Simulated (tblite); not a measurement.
Compound: C3H12N2OSi.
Cartesian coordinates in Å at the GFN2-xTB level; atoms count from 1:
```xyz
19
C3H12N2OSi angstrom
C      2.029    0.642   -0.626
C      1.970   -0.651    0.176
C      0.618   -0.815    0.880
N     -0.461   -0.915   -0.066
Si    -1.977   -0.129    0.070
N     -1.894    1.587    0.269
O     -2.651   -0.491   -1.368
H      1.949    1.503    0.036
H      1.205    0.672   -1.334
H      2.966    0.712   -1.174
H      2.123   -1.502   -0.492
H      2.764   -0.664    0.926
H      0.658   -1.698    1.536
H      0.430    0.056    1.512
H     -0.401   -1.743   -0.637
H     -2.823   -0.566    1.185
H     -1.596    1.942    1.161
H     -1.455    2.123   -0.464
H     -3.463   -0.052   -1.597
```

All values are computed: GFN2-xTB (tblite) harmonic vibrations without scaling, gas phase. Errors from tens to a few hundred cm⁻¹ against measured bands are possible. Modes of hydrogen on silicon can be 10 to 20 % off. One conformer, not necessarily the lowest.

Harmonic wavenumbers (cm⁻¹): 30.2, 44.3, 118.5, 134.0, 175.2, 213.9, 218.3, 272.8, 293.0, 303.1, 318.5, 417.1, 491.0, 572.1, 697.8, 709.8, 764.7, 808.9, 827.4, 838.9, 895.6, 915.3, 933.5, 942.7, 1053.8, 1095.4, 1109.0, 1181.0, 1220.9, 1261.7, 1332.4, 1341.7, 1382.3, 1407.5, 1484.1, 1487.4, 1498.2, 1504.8, 1536.3, 2209.7, 2846.0, 2962.8, 2973.1, 2979.8, 3026.3, 3033.9, 3045.8, 3469.5, 3471.3, 3520.7, 3712.8.

A = 3549, B = 1137, C = 1062 MHz; mass 120.072 u (most abundant isotopes); point group C1, symmetry number 1.

Question: What is the zero-point energy?

Answer: Half the sum of the wavenumbers: 34542 cm⁻¹ = 413.22 kJ/mol.

Question: Entropy at 500 K, 1 bar (ideal gas, RRHO, classical rotation)?

Answer: Translation 179.32, rotation 126.56, vibration 227.55: S = 533.4 J/(mol K).

Question: And Cp and H(500 K) − H(0)?

Answer: Cp = 239.64 J/(mol K), of which vibrations give 206.38 (their classical limit is 51 R = 424.0); H(500 K) − H(0) = 72.64 kJ/mol without the zero-point energy, 56.02 from vibrations.

Question: How do the functions run with temperature in this model?

Answer: 
```csv
T (K),S (J/(mol K)),Cp (J/(mol K)),H − H(0) (kJ/mol),G − H(0) (kJ/mol),ln q(vib)
50,248.6,57.7,2.24,-10.19,0.94
100,297.2,85.2,5.82,-23.90,2.39
298.15,428.7,168.1,31.12,-96.69,8.28
373.15,469.6,197.2,44.83,-130.39,10.41
750,642.7,299.0,140.52,-341.51,20.35
1000,734.5,338.7,220.53,-513.97,26.26
```

q(vib) and H(0) count from the zero-point level.

Question: Blend soft modes into free rotors: weight 1/[1 + (100 cm⁻¹/ν̃)⁴] for the oscillator and the rest for a rotor with moment μB/(μ + B), μ = h/(8π²ν), B = 10⁻⁴⁴ kg m². What vibrational entropy results?

Answer: 207.91 J/(mol K) in place of 227.55, which changes −T·S at 500 K by +9.82 kJ/mol.

Question: What must be added to the electronic energy to get the Gibbs energy at 500 K and 1 bar?

Answer: ZPE + [H(500 K) − H(0)] − T·S = 413.22 + 72.64 − 266.72 = 219.14 kJ/mol.

Hindered rotation and anharmonicity are outside this model. Other conformers, if any are populated, would add a mixing term that is left out. The structure is chiral; the term R ln 2 for an equal mix with its mirror image is left out.
